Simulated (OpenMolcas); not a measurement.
An atom or ion with 39 electrons was computed by MS-CASPT2, IPEA 0.25 Eh, imaginary shift 0.1 Eh with spin-orbit coupling (OpenMolcas, ANO-RCC-VQZP, DKH2). The lowest levels that the run gave, each within 12 % of the measured value where one is at hand:

```
  J  Parity  E (eV)      g
3/2    even  0.0000  0.402
5/2    even  0.0638  1.029
7/2    even  0.1455  1.238
9/2    even  0.2397  1.331
3/2    even   1.101  1.599
1/2    even   1.115  2.341
7/2    even   1.141  0.890
9/2    even   1.212  1.099
5/2    even   1.235  1.596
1/2    even   1.342  0.996
3/2    even   1.384  1.336
9/2    even   1.620  0.924
```

**Question.** Which ion is it, and what are the configurations and terms?

**Answer.** Nb2+ (Z = 41, charge +2; active space 3 electrons in 5 orbitals (4d)). J, parity and g give the terms where levels are pure, and mixed ones are named by the computed weights; the size of the splittings, set against known spectra of the 39-electron sequence, gives the charge. In order, with the measured energies in eV (the list in Shadmi, J. Res. Natl. Bur. Stand. 70A, 435 (1966)): 4d3 4F 3/2, 4d3 4F 5/2 (0.0640), 4d3 4F 7/2 (0.1459), 4d3 4F 9/2 (0.2404), 4d3 4P 3/2 [71 %] (1.0672), 4d3 4P 1/2 (1.0742), 4d3 2G 7/2 (1.1451), 4d3 2G 9/2 (1.2156), 4d3 4P 5/2 (1.1895), 4d3 2P 1/2, 4d3 2P 3/2 [51 %], 4d3 2H 9/2 (1.6014).

Term energies are means over components that CASPT2 splits; among the terms shown or strongly mixed into the levels shown the widest spread is 680 cm-1 (4d3 4F). Levels of configurations with an s electron are missing; early in the row they begin among the upper levels of the d shell and mix with terms of their name. The CASPT2 spread within a term exceeds the gap to the next term for 4d3 2G and 4d3 4P, 4d3 2D(1) and 4d3 2H, so the order of their levels is uncertain. Measured partners are found by configuration, term and J. A level has none where our copy of the source lacks it or the pairing is in doubt (some pairs that miss far off the trend of their configuration count as doubtful), and it then counts in no deviation. Levels of configurations outside the active space are missing.

A share in square brackets marks a mixed level and gives the weight of the term that names it. A number in round brackets counts repeated terms of one configuration in the order of the reference energies.
